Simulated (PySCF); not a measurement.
**Telling isomers of C6H10F2OSi apart by NMR**

Theory: σ from GIAO-PBE0/pcSseg-1, structure optimised with GFN2-xTB, in PySCF 2.14 (equivalent nuclei averaged, gas phase, single conformer, non-relativistic Hamiltonian).

Scale: TMS for $^{1}$H (31.72 ppm), $^{13}$C (186.93 ppm) (reference shieldings calculated alike). Splittings of carbon signals by F and P are missing where no couplings were computed. Where no couplings were computed, multiplicities follow the n + 1 count of equivalent neighbours, and m marks all less simple cases (inequivalent or close neighbours, rings, F or P nearby). Shifts are as computed. Against solution values, carbons near 30 ppm lie about +3 ppm off and those near 130 ppm about +5 ppm. Of 1211 compounds with measured shifts, 218 miss one by over three times the rms of a fit or turn the order of signals round; such compounds aren't used in these exercises.

(1) Tabulate the signals of `C[SiH](C)/C=C\C(=O)C(F)F`, `C=CC/C(=C/O[SiH3])C(F)F` and their relative energies.

(2) What is the quickest way to tell C[SiH](C)/C=C\C(=O)C(F)F from C=CC/C(=C/O[SiH3])C(F)F?

Results:

(1) 
```json
{"SMILES": "C[SiH](C)/C=C\\C(=O)C(F)F", "carbon types": "1×C 3×CH 2×CH3", "δC": "195.5, 180.1, 140.2, 119.1, -2.9", "δH": "7.95 (m, 1H), 7.60 (m, 1H), 6.13 (m, 1H), 4.94 (m, 1H), 0.19 (d, 6H)", "E rel. (kcal/mol)": "0.0"}
{"SMILES": "C=CC/C(=C/O[SiH3])C(F)F", "carbon types": "1×C 3×CH 2×CH2", "δC": "148.2, 143.4, 125.5, 125.5, 116.6, 33.3", "δH": "7.25 (m, 1H), 6.24 (m, 1H), 6.10 (m, 1H), 5.58 (m, 1H), 5.48 (m, 1H), 5.03 (s, 3H), 3.17 (d, 2H)", "E rel. (kcal/mol)": "13.2"}
```

Energies are electronic energies at PBE0/pcSseg-1 on these geometries, without zero-point or thermal terms, each for the one conformer computed, which needn't be the lowest.

(2) Count the carbon signals: 5 against 6. The first has a ketone carbonyl carbon (C) at 195.5 ppm, the second a β carbon of an enol-ether or enamine type C=C (C) at 125.5 ppm. Their most deshielded carbons lie at 195.5 and 148.2 ppm. In the proton spectra the most deshielded non-exchanging signals are 7.95 (m, 1H) and 7.25 (m, 1H).
